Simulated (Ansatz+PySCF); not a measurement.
Values are calculated unless marked as measured or tabulated.
## PySCF 2.14.0 run

```python
from pyscf import gto, dft

mol = gto.M(atom="""
H 0.000000 0.000000 0.000000
H 0.000000 0.000000 2.000000
H 0.000000 0.000000 4.000000
""", basis='cc-pvdz', charge=0, spin=1)
mf = dft.UKS(mol, xc='wb97x')
mf.kernel()
print(mf.converged, mf.e_tot, mf.spin_square()[0])
```

The script is written out from the run's settings.

Results

- Converged: yes
- Total energy: -1.51362 hartree
- Spin squared of the determinant: 1.339
- Cycles: 10

Caution: the unrestricted determinant is spin contaminated.
